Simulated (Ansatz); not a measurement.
Cost and result for the atomization energy of C₂H₇GaO₂ (`CO[CH2][GaH][OH]`) (12 atoms, 11 bonds).

```xyz
12

C    -1.924   -0.143    0.251
O    -1.015   -1.195    0.122
C     0.288   -0.822    0.508
Ga    1.195    0.426   -0.748
O     2.782    0.992   -0.129
H    -1.636    0.721   -0.370
H    -2.900   -0.500   -0.081
H    -2.003    0.199    1.293
H     0.884   -1.739    0.542
H     0.298   -0.406    1.526
H     0.768    0.911   -2.179
H     3.264    1.557   -0.736
```

Charge 0, multiplicity 1. Correlated methods include outer-core shells of Ga, which these sets cover unevenly. Scalar relativity is left out up to krypton. All single points use the PBE0-D4/def2-TZVP geometry. It is one conformer, not always the lowest. Program: Ansatz. All runs use 4 threads of an Arm Neoverse V1 on a shared host. Times are those of one run each, without the atoms' runs, and a repeat can differ threefold. Electronic energies, without spin–orbit coupling; frozen cores. CCSD(T)/CBS adds CCSD(T) − MP2 in def2-TZVPP to the MP2 limit, and its time is that of the two runs behind it. T1 = 0.013. With those shells the extrapolation isn't a true limit. B3LYP takes the VWN-RPA correlation (the form of Gaussian; ORCA's B3LYP/G).

CCSD(T)/CBS is a level of theory with its own doubt, some kJ/mol a heavy atom from the limit and from the frozen cores, so smaller differences don't rank the functionals.

```
                             level  functions  wall time  atomization (kcal/mol)  difference from CCSD(T)/CBS  per bond
   PBE-D4/def2-TZVPP (with forces)        270      2.8 s                  1030.9                         15.2       1.4
                PBE0-D4/def2-TZVPP        270      3.7 s                  1008.8                         -6.9      -0.6
r2SCAN-D4/def2-TZVPP (with forces)        270      5.5 s                  1014.9                         -0.8      -0.1
 B3LYP-D4/def2-TZVPP (with forces)        270        6 s                  1007.6                         -8.1      -0.7
                 B2PLYP/def2-TZVPP        270        7 s                  1000.2                        -15.5      -1.4
                ωB97X-V/def2-TZVPP        270       10 s                  1014.1                         -1.6      -0.2
  ωB97M-V/def2-TZVPP (with forces)        270       14 s                  1012.1                         -3.6      -0.3
                    MP2/def2-QZVPP        527       31 s                  1023.4                          7.7       0.7
                CCSD(T)/def2-TZVPP        270    5.6 min                   991.3                        -24.4      -2.2
                 CCSD(T)/CBS(def2)          –    6.1 min                  1015.7                          0.0       0.0
```

In def2-TZVPP, CCSD(T) changes the Hartree–Fock value by +276.8 kcal/mol (the triples alone add +15.6 kcal/mol) and MP2 by +294.5 kcal/mol; breaking electron pairs costs correlation energy, which Hartree–Fock lacks. The D4 term adds +8.3 kcal/mol with B3LYP and +4.4 kcal/mol with PBE0; it sums over pairs of atoms, weighted by their polarisabilities, and B3LYP, whose exchange is more repulsive, gets the larger term. From PBE to PBE0 (25 % exact exchange), in def2-TZVPP and without D4, the atomization energy moves by −21.2 kcal/mol: exact exchange takes away binding that semilocal exchange gives to molecules.
